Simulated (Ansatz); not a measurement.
`CC#[N+][B-](Cl)(Cl)Cl` at its PBE0-D4/def2-TZVP geometry, where that method's forces vanish. Charge 0, multiplicity 1.

```csv
atom,x (Å),y (Å),z (Å)
C1,1.756,-0.237,-1.121
C2,0.551,-0.074,-0.353
N3,-0.403,0.054,0.256
B4,-1.725,0.233,1.101
Cl5,-2.901,1.050,-0.026
Cl6,-1.241,1.267,2.522
Cl7,-2.220,-1.459,1.568
H8,1.766,-1.229,-1.577
H9,1.794,0.523,-1.904
H10,2.622,-0.128,-0.466
```

Task: For each bond, give half the difference of the two atoms' forces along it (eV/Å; positive pushes the atoms apart) under PBE-D4, r2SCAN-D4, B3LYP-D4, ωB97M-V in def2-TZVPP. (Estimate.)

Result: Computed: 
```
  bond  length (Å)  PBE-D4  r2SCAN-D4  B3LYP-D4  ωB97M-V
 C1–C2       1.438   -0.89      -0.39      0.15     0.54
 C1–H8       1.091    0.14       0.00     -0.05    -0.13
 C1–H9       1.091    0.14       0.00     -0.05    -0.13
C1–H10       1.091    0.14       0.00     -0.05    -0.13
 C2–N3       1.139    1.66       0.67     -0.09    -0.62
 N3–B4       1.579   -0.92      -0.33      0.00     0.44
B4–Cl5       1.823    0.15       0.08      0.15     0.02
B4–Cl6       1.823    0.15       0.08      0.15     0.02
B4–Cl7       1.823    0.15       0.08      0.15     0.02
```

B3LYP here is the variant with VWN-RPA as its local correlation; programs differ in this.
